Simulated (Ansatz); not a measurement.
A nudged elastic band was laid between two geometries of CH5AlClFO (10 atoms, charge 0, multiplicity 1).

All numbers below come from Ansatz 0.2.0, RKS PBE-D4/def2-SVP.

| Property | Result |
| --- | --- |
| movable images | 5 |
| climbing image | yes |
| spring | 5.0 eV/Å² |
| optimiser | quadratic models (default) |
| start path | through a guess of the saddle point |
| force threshold | 0.03 eV/Å |
| iteration limit | 60 |
| end points | relaxed |

Image 0:

```xyz
10
Properties=species:S:1:pos:R:3
Al -0.257 -0.130 -0.368
F 0.524 0.571 -1.770
C 0.844 -0.836 1.062
O -1.871 -0.656 -0.606
H 0.267 1.972 -1.063
Cl -0.306 2.472 0.061
H 0.233 -1.030 1.967
H 1.310 -1.797 0.761
H 1.659 -0.138 1.339
H -2.405 -0.428 -1.383
```

Image 6:

```xyz
10
Properties=species:S:1:pos:R:3
Al -0.385 0.082 -0.132
F 0.724 0.813 -1.659
C 0.839 -0.813 1.076
O -1.714 -0.749 -0.828
H 0.434 1.711 -1.321
Cl -0.682 2.289 0.133
H 0.389 -0.892 2.087
H 1.055 -1.845 0.728
H 1.803 -0.275 1.181
H -2.463 -0.321 -1.267
```

Q: Which bonds break or form, and what moves?

A: Bonds broken: H5–Cl6. Bonds formed: F2–H5.

Q: Give the energies along the band, and the barrier.

A: The run converged. The highest image is number 1 of 0 to 6, 0.018 eV above the first end and 0.091 eV above the last; the last end lies 0.074 eV below the first. A vibrational analysis at the climbing image gives one clearly imaginary mode, 226i cm⁻¹: a first-order saddle point. The orbitals stay closed-shell, which can raise the energy where a bond breaks towards radicals; this wasn't checked here.

```csv
image,path coordinate (Å),energy (eV),H5–Cl6 (Å),F2–H5 (Å)
0,0.00,0.000,1.36,1.59
1,0.39,0.018,1.48,1.30
2,0.56,-0.004,1.61,1.15
3,0.72,-0.047,1.76,1.05
4,0.88,-0.068,1.87,1.01
5,1.04,-0.074,1.92,1.00
6,1.21,-0.074,1.92,1.00
```

Q: What is the geometry of the highest image?

A: 
```xyz
10
Properties=species:S:1:pos:R:3
Al -0.285 -0.033 -0.286
F 0.569 0.712 -1.714
C 0.851 -0.825 1.069
O -1.812 -0.696 -0.686
H 0.263 1.820 -1.115
Cl -0.419 2.387 0.066
H 0.295 -0.931 2.023
H 1.183 -1.839 0.764
H 1.754 -0.214 1.267
H -2.399 -0.382 -1.389
```

Q: What are the harmonic wavenumbers there?

A: 226i, 57, 105, 160, 180, 214, 263, 360, 522, 543, 624, 651, 679, 796, 881, 1047, 1174, 1378, 1380, 1492, 2977, 3073, 3082, 3838 cm⁻¹.

The band took 17 iterations and about 4 core-minutes.

The run took 2.2 min on 2 threads of Arm Neoverse V2 (shared host), peak memory 0.14 GiB.
